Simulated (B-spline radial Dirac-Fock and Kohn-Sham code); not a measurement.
X-ray scattering factor of Hg⁶⁺

System: Hg⁶⁺, configuration [Xe] 4f14 5d6.

Input file task.json (cfg lists n, l and occupation; rrms is the nuclear radius in fm):

```json
{"items": [{
  "Z": 80,
  "q": 6,
  "cfg": [[1, 0, 2], [2, 0, 2], [2, 1, 6], [3, 0, 2], [3, 1, 6], [3, 2, 10], [4, 0, 2], [4, 1, 6], [4, 2, 10], [4, 3, 14], [5, 0, 2], [5, 1, 6], [5, 2, 6]],
  "A": 202,
  "rrms": 5.4648,
  "do": ["scatter"],
  "s": [0.0, 0.05, 0.1, 0.15, 0.2, 0.25, 0.3, 0.35, 0.4, 0.45, 0.5, 0.6, 0.7, 0.8, 0.9, 1.0, 1.1, 1.2, 1.4, 1.6, 1.8, 2.0, 2.5, 3.0, 3.5, 4.0, 5.0, 6.0],
  "pz": [0, 0.1, 0.2, 0.3, 0.4, 0.5, 0.6, 0.8, 1.0, 1.2, 1.4, 1.6, 1.8, 2.0, 2.5, 3.0, 4.0, 5.0, 7.0, 10.0, 15.0, 20.0, 30.0, 40.0, 60.0, 100.0],
  "hv_scatter": [1000, 2000, 5000, 10000, 17479.3, 30000, 100000, 500000]
}]}
```

Launch: `python xray_run.py task.json out`

Method: configuration-average Dirac-Fock orbitals. Computed with a radial atomic solver. f₀ is the Fourier transform of the spherical electron density, S the Waller-Hartree incoherent function, and s = sin θ/λ. The electron scattering factor follows from the Mott-Bethe formula f_e = 0.023934 Å⁻¹·(Z − f₀)/s².

| s (Å⁻¹) | f₀ | S | f_e (Å) |
| --- | --- | --- | --- |
| 0 | 74.000 | 0.000 | – |
| 0.05 | 73.490 | 0.483 | 62.323 |
| 0.1 | 72.016 | 1.821 | 19.109 |
| 0.15 | 69.730 | 3.739 | 10.925 |
| 0.2 | 66.847 | 5.934 | 7.870 |
| 0.25 | 63.603 | 8.186 | 6.279 |
| 0.3 | 60.212 | 10.388 | 5.262 |
| 0.35 | 56.845 | 12.515 | 4.524 |
| 0.4 | 53.619 | 14.577 | 3.946 |
| 0.45 | 50.601 | 16.583 | 3.475 |
| 0.5 | 47.814 | 18.530 | 3.081 |
| 0.6 | 42.912 | 22.189 | 2.466 |
| 0.7 | 38.754 | 25.451 | 2.015 |
| 0.8 | 35.142 | 28.294 | 1.678 |
| 0.9 | 31.941 | 30.793 | 1.420 |
| 1 | 29.079 | 33.045 | 1.219 |
| 1.1 | 26.532 | 35.126 | 1.058 |
| 1.2 | 24.291 | 37.077 | 0.926 |
| 1.4 | 20.690 | 40.671 | 0.724 |
| 1.6 | 18.116 | 43.924 | 0.579 |
| 1.8 | 16.298 | 46.871 | 0.471 |
| 2 | 14.948 | 49.503 | 0.389 |
| 2.5 | 12.355 | 54.662 | 0.259 |
| 3 | 10.043 | 58.204 | 0.186 |
| 3.5 | 8.075 | 60.779 | 0.141 |
| 4 | 6.640 | 62.782 | 0.110 |
| 5 | 5.090 | 65.730 | 0.072 |
| 6 | 4.311 | 67.764 | 0.050 |

f₀ starts at the number of electrons, 74, and has fallen to half at s ≈ 0.75 Å⁻¹. The sum of ⟨r²⟩ over the electrons is 27.93 bohr². For an ion f_e diverges as s goes to zero, because of the net charge.
